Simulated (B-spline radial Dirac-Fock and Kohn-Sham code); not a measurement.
Z = 33 (arsenic), transition energy 55.8 keV. These are calculated numbers from an atomic code on a B-spline grid; the model is a Dirac-Hartree-Slater potential of the neutral atom with a Latter tail (no hole, which puts coefficients of high multipoles low close above an edge), finite nucleus with surface currents. Subshells that would emit electrons below 1 keV are left out.

**Question.** A pure transition shows α(K) = 6.96, L1/L2 = 10.3 and L1/L3 = 7.55. What is its multipolarity?
A. M4
B. E2
C. M2
D. E3
E. M1
F. E1
G. M3
H. E4

**Answer.** C. For comparison, α(K), L1/L2, L1/L3 are E1 0.376, 14.1, 8.27; E2 5.66, 2.21, 1.44; E3 69.1, 0.468, 0.320; E4 813, 0.139, 0.0971; M1 0.408, 18.6, 48.6; M3 99.8, 6.54, 1.96; M4 1400, 4.65, 0.895.
